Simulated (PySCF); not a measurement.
C₂H₉NSiTe.
Numbering: `[CH3:1][N:2]([CH3:3])[SiH2:4][TeH:5]` (hydrogens: H6, H7, H8 on C1; H9, H10, H11 on C3; H12, H13 on Si4; H14 on Te5)

Computed with PBE0-D3(BJ)/def2-SVP geometry optimisation, gas phase, def2 core potentials past Kr in PySCF.

(1) What internal coordinates does the optimisation give?

## Answers

(1) 
| bond | length (pm) | order |
| --- | --- | --- |
| C1–N2, N2–C3 | 144.2 | single |
| N2–Si4 | 172.9 | single |
| Si4–Te5 | 253.0 | single |
| C1–H6 and 5 like bonds | 110.5 | single |
| Si4–H12, Si4–H13 | 149.1 | single |
| Te5–H14 | 166.6 | single |

Bonds in one row agree within 1 pm and their mean is given. Orders are formal, as drawn. A selection of angles:
| angle | degrees |
| --- | --- |
| N2–C1–H6 | 112.8 |
| N2–C1–H7 | 110.4 |
| N2–C1–H8 | 110.6 |
| H6–C1–H7 | 107.6 |
| C1–N2–C3 | 114.1 |
| C1–N2–Si4 | 120.1 |
| N2–Si4–Te5 | 116.2 |
| N2–Si4–H12 | 107.4 |
| N2–Si4–H13 | 108.9 |
| Te5–Si4–H12 | 108.6 |
| Te5–Si4–H13 | 103.1 |
| H12–Si4–H13 | 112.7 |
| Si4–Te5–H14 | 91.0 |

Dihedral angles: C1–N2–Si4–Te5 -71° (synclinal). The mirror-image conformer, all signs reversed, is as good.

Si4 (SiH2 silicon) is distorted tetrahedral (angles from 103.1° to 116.2°). N2 (silicon-bound nitrogen) has angles 120.4°, 120.1° and 114.1°, sum 354.6°, 0.21 Å off the plane of its three neighbours. Of the pairs four or more bonds apart, H7···H9 is among the closest relative to their van der Waals radii: 2.48 Å, 103 % of the sum of Bondi's values.

Whether it is a minimum is left open (no frequencies). One conformer, not necessarily the lowest (C1–N2–Si4–Te5 -71°, N2–Si4–Te5–H -71°).
